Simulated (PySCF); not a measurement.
Compound: C3H10B (charge -1).
Atom-mapped SMILES: `[CH3:1][BH2-:2][CH2:3][CH3:4]` (hydrogens: H5, H6, H7 on C1; H8, H9 on B2; H10, H11 on C3; H12, H13, H14 on C4)

A PySCF run (density fitting, gas phase, GFN2-xTB geometry) gave HOMO -0.40 eV, LUMO 5.53 eV and E = -145.111 Eh.

**Question.** Which of these levels was it?
A. OPBE/pcseg-1
B. wB97X/pcseg-1
C. mPW1PW91/pcJ-1
D. PBE0/pcSseg-1

**Answer.** A. It is OPBE/pcseg-1. All candidates on this geometry:

```csv
level and settings,kind,basis functions,SCF cycles,E (Eh),HOMO (eV),LUMO (eV)
"OPBE/pcseg-1, start guess atom",GGA,106,11,-145.1105,-0.40,5.53
PBE0/pcSseg-1,global hybrid,118,12,-144.9968,-1.80,6.06
"mPW1PW91/pcJ-1, grid level 3",global hybrid,208,12,-145.1877,-1.87,6.16
wB97X/pcseg-1,range-separated hybrid,106,12,-145.1409,-4.24,8.04
```

The nearest other candidate, by the summed differences of HOMO and LUMO, is PBE0/pcSseg-1: its HOMO differs by -1.40 eV and its LUMO by +0.53 eV. Cycle counts include a coarse-grid stage where the run had one.

The values belong to the conformer `[CH3:1][BH2-:2][CH2:3][CH3:4]`: C1–B2–C3–C4 180°.
